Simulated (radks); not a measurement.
The numbers below are computed, except where a source is named.
Problem. These are the eigenvalues of the occupied orbitals of an atom or ion with whole-number occupations (hartree). Code: a radial shooting solver on a logarithmic mesh with Libxc functionals. Model: Dirac Kohn-Sham, BLYP, spin-unpolarised, spherical densities, point nucleus.

| orbital | eigenvalue |
|---|---|
| 1s1/2 | -2965.016 |
| 2s1/2 | -523.2600 |
| 2p1/2 | -501.7463 |
| 2p3/2 | -434.2582 |
| 3s1/2 | -123.9832 |
| 3p1/2 | -114.3251 |
| 3p3/2 | -99.43296 |
| 3d3/2 | -83.42329 |
| 3d5/2 | -80.22309 |
| 4s1/2 | -27.41464 |
| 4p1/2 | -23.29852 |
| 4p3/2 | -19.72575 |
| 4d3/2 | -12.99884 |
| 4d5/2 | -12.33373 |
| 5s1/2 | -4.62911 |
| 4f5/2 | -3.70684 |
| 4f7/2 | -3.56673 |
| 5p1/2 | -3.29243 |
| 5p3/2 | -2.68096 |
| 5d3/2 | -0.90265 |
| 5d5/2 | -0.84022 |
| 5f5/2 | -0.08603 |

Which element is it, and in what charge state? The configuration may be excited. Open shells, if any, fill j = l - 1/2 first.

Solution. Z = 79, gold, charge +1: Au+ in [Xe] 4f14 5d9 5f1. The list shows which subshells hold electrons but not how many an open one holds; the 1s level, -2965 hartree, gives Z - s = 77.0 by -(Z - s)^2/2, which with screening and relativity narrows Z to a few neighbours, and the depths of the outer levels then fix element, charge and occupations together.
